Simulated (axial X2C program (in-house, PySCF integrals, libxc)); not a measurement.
Outer orbitals of MnAs at 2.276 Å, PBE0

All values were computed with an axial X2C code built on PySCF integrals. Spin-free means the one-electron spin-free X2C Hamiltonian; two-component (2c) means X2C with spin–orbit coupling and atomic mean-field two-electron Coulomb and Gaunt terms, so the difference of the two also holds small scalar two-electron terms. Basis: As dyall-cv3z [9s9p6d4f1g], Mn dyall-cv3z [9s10p6d3f2g] (cores contracted in-house); Gaussian nuclei, density fitting, unrestricted open shells. Masses: As 74.922 u, Mn 54.938 u.

The distance is close to the 2c PBE0 minimum; the highest filled and lowest empty levels are listed.

Spin-free orbitals, state M_S = 2, Λ = 1 (beyond evenly filled blocks: σα, π+α, δ+α, δ-α) (Löwdin shares):

```
symmetry  occupied  ε (eV)              atomic character
      σβ       yes  -15.76   75% As s, 10% Mn p, 7% Mn s
      σα       yes  -14.63   70% As s, 12% Mn d, 9% Mn p
     δ+α       yes  -10.41                     100% Mn d
     δ-α       yes  -10.40                     100% Mn d
     π+α       yes  -10.38                      98% Mn d
     π-α       yes  -10.29                      98% Mn d
      σα       yes  -10.14    88% Mn d, 6% As s, 3% As p
      σβ       yes   -7.10   70% As p, 14% Mn s, 8% Mn d
      σα       yes   -6.82   55% Mn s, 35% As p, 4% Mn p
     π+β       yes   -5.97   73% As p, 19% Mn d, 8% Mn p
     π-β       yes   -5.97   73% As p, 19% Mn d, 8% Mn p
     π+α       yes   -4.77   73% As p, 22% Mn p, 4% Mn d
     π-α        no   -2.98   66% As p, 31% Mn p, 3% Mn d
      σα        no   -2.81  40% Mn p, 40% As p, 17% Mn s
      σβ        no   -2.43  60% Mn s, 20% Mn d, 13% Mn p
     π-β        no   -1.35  77% Mn d, 11% Mn p, 10% As p
     π+β        no   -1.35  77% Mn d, 11% Mn p, 10% As p
```

Spinors with spin–orbit coupling (state Ω = 1):

```csv
ω,occupied,ε (eV),atomic character,λ mixture
-1/2,yes,-15.73,"75% As s, 10% Mn p, 7% Mn s",100% σ
1/2,yes,-14.62,"70% As s, 12% Mn d, 9% Mn p",100% σ
-3/2,yes,-10.43,100% Mn d,100% δ
-1/2,yes,-10.38,98% Mn d,100% π
5/2,yes,-10.34,100% Mn d,100% δ
3/2,yes,-10.25,98% Mn d,100% π
1/2,yes,-10.12,"88% Mn d, 6% As s, 3% As p",100% σ
-1/2,yes,-7.08,"70% As p, 14% Mn s, 8% Mn d",100% σ
1/2,yes,-6.81,"54% Mn s, 36% As p, 4% Mn p","99% σ, 1% π"
1/2,yes,-6.01,"73% As p, 18% Mn d, 8% Mn p","99% π, 1% σ"
-3/2,yes,-5.87,"72% As p, 20% Mn d, 8% Mn p",100% π
-1/2,yes,-4.83,"74% As p, 22% Mn p, 4% Mn d",100% π
3/2,no,-2.92,"65% As p, 32% Mn p, 3% Mn d",100% π
1/2,no,-2.79,"40% As p, 40% Mn p, 16% Mn s",100% σ
-1/2,no,-2.42,"60% Mn s, 20% Mn d, 13% Mn p",100% σ
1/2,no,-1.35,"78% Mn d, 10% Mn p, 10% As p",100% π
```

(1) How does the gap between the highest filled and lowest empty level change from the spin-free to the 2c table?

Mulliken charges and populations of the two-component result (they depend on the basis, above all on diffuse functions):

As -0.44 e (s 7.97 p 15.43 d 10.04 f 0.01), Mn 0.44 e (s 6.87 p 12.34 d 5.34). ⟨Lz⟩ = -1.00 ħ and ⟨Sz⟩ = 2.00 ħ (-0.60 and 2.60 on the two atoms), which add up to Ω.

The state is a single determinant with fixed occupations, the lowest that a limited PBE0 search found. Density functionals use the spin component along the axis (collinear). Other states lie close and PBE0, whose exact exchange favours high spin, may order them wrongly; the determinant shown need not be the ground state. The nearest other spin-free determinant of the search, M_S = 2, Λ = 0, lies 0.32 eV up at the distance of the search. Without a current term, density functionals place determinants with orbital angular momentum somewhat too high. With several unpaired electrons one determinant need not be a pure state. Open-shell Ω = 0 determinants with evenly filled partner blocks cannot be reached by this program, so the Ω shown need not be the lowest component. The determinant is spin-polarised beyond a pure state at some levels (its spin-free form has ⟨S²⟩ too high), which makes Re and μ there less reliable.

## Answers

(1) From 1.79 to 1.91 eV at PBE0, a change of 0.12 eV.
